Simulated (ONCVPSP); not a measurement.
**calcium: ONCV pseudisation with PBEsol, scalar-relativistic reference atom.**

ONCVPSP 4.0.1 input, shortened (lines: element, Z, core and valence counts, functional; n l f; lmax; l rc ep ncon nbas qcut; lloc lpopt rc5 dvloc0; l nproj debl; icmod fcfact rcfact), PBEsol, scalar-relativistic:

```
  Ca 20.00    3    3  -116133      upf
    1    0    2.00
    2    0    2.00
    2    1    6.00
    3    0    2.00
    3    1    6.00
    4    0    1.00
    2
    0    1.80    0.00    4    8    5.70
    1    1.45    0.00    4    9   10.70
    2    1.45    0.09    4    7    7.50
    4    5    1.25    0.00
    0    2    0.50
    1    2    2.50
    2    3    3.30
    1    0.15    0.00
```

In the d channel the program set the typed energies aside and used 0.050, 3.350, 6.650 Ha.

Poles of the logarithmic derivatives, all-electron (AE) and pseudo (PS). s: poles at -1.6 (AE) and -1.6, 4.8 (PS) Ha. p: poles at 0.3 (AE) and 0.3 (PS) Ha. d: poles at 1.3 (AE) and 1.3 (PS) Ha. Test radii: s 1.83, p 1.47, d 1.47 bohr.

* Cutoffs needed: 24 Ha and 35 Ha (the cutoffs (Ha) at which the residual kinetic energy of the hardest occupied pseudo-wave falls to 1 and 0.1 mHa per electron)
* Ghost test: no bound ghost flagged; no localised positive-energy state flagged
* Largest excitation error: -1.2 meV (all-electron minus pseudo) for 3s2 3p6 4s0, out of 4 test configurations
* rms error of d²Exc/dni dnj: 2.24 mHa without and 1.11 mHa with the model core
